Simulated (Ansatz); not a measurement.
PBE exchange is replaced step by step with exact exchange (0 % is PBE, 25 % PBE0; no dispersion term), basis def2-SVP, Ansatz. System: `O=P(O)(O)CCCCc1ccc(-c2ccc(-c3cccs3)s2)s1`. Total charge 0; singlet. Geometry: r2SCAN-D4/def2-SVP.

Geometry of the singlet:

| atom | x (Å) | y (Å) | z (Å) |
| --- | --- | --- | --- |
| O1 | -6.872 | 2.422 | 0.631 |
| P2 | -5.952 | 1.312 | 1.002 |
| O3 | -6.142 | 0.761 | 2.526 |
| O4 | -6.148 | -0.013 | 0.064 |
| C5 | -4.177 | 1.617 | 0.947 |
| C6 | -3.269 | 0.629 | 1.688 |
| C7 | -3.302 | -0.800 | 1.152 |
| C8 | -2.295 | -1.719 | 1.861 |
| C9 | -0.870 | -1.280 | 1.740 |
| C10 | 0.011 | -0.905 | 2.734 |
| C11 | 1.289 | -0.521 | 2.253 |
| C12 | 1.395 | -0.588 | 0.872 |
| C13 | 2.534 | -0.262 | 0.048 |
| C14 | 3.647 | 0.499 | 0.384 |
| C15 | 4.585 | 0.617 | -0.664 |
| C16 | 4.209 | -0.050 | -1.823 |
| C17 | 4.925 | -0.138 | -3.074 |
| C18 | 6.269 | 0.121 | -3.311 |
| C19 | 6.640 | -0.053 | -4.669 |
| C20 | 5.587 | -0.449 | -5.464 |
| S21 | 4.129 | -0.596 | -4.558 |
| S22 | 2.678 | -0.852 | -1.588 |
| S23 | -0.113 | -1.133 | 0.179 |
| H24 | -7.030 | 0.982 | 2.846 |
| H25 | -6.946 | 0.104 | -0.474 |
| H26 | -3.913 | 1.681 | -0.124 |
| H27 | -4.058 | 2.634 | 1.360 |
| H28 | -3.540 | 0.627 | 2.758 |
| H29 | -2.236 | 1.013 | 1.627 |
| H30 | -3.095 | -0.795 | 0.066 |
| H31 | -4.311 | -1.229 | 1.265 |
| H32 | -2.410 | -2.745 | 1.466 |
| H33 | -2.535 | -1.772 | 2.937 |
| H34 | -0.264 | -0.920 | 3.791 |
| H35 | 2.122 | -0.225 | 2.893 |
| H36 | 3.754 | 0.984 | 1.356 |
| H37 | 5.503 | 1.205 | -0.597 |
| H38 | 6.963 | 0.403 | -2.516 |
| H39 | 7.652 | 0.097 | -5.050 |
| H40 | 5.586 | -0.663 | -6.534 |

Single mean-field runs in def2-SVP are fitted with def2-universal-jkfit.

```
exact exchange (%)  HOMO (eV)  LUMO (eV)  gap (eV)
                 0      -4.64      -2.33      2.31
                 5      -4.81      -2.21      2.60
                15      -5.15      -1.97      3.18
                25      -5.50      -1.73      3.77
                35      -5.85      -1.48      4.37
                50      -6.39      -1.09      5.29
```

Task: Fit a straight line to the column «gap (eV)» against the share of exact exchange and predict its value at 10 %.

Result: With x = exact exchange (%) and y = gap (eV): mean x = 21.67, mean y = 3.587; Σ(x − x̄)(y − ȳ) = 106.1, Σ(x − x̄)² = 1783; slope b = 0.05951, intercept a = ȳ − b·x̄ = 2.297. The residuals of the fitted rows reach 0.02. At x = 10 the line gives 2.297 + (0.05951 × 10) = 2.89; the run gave 2.89, the same within rounding.
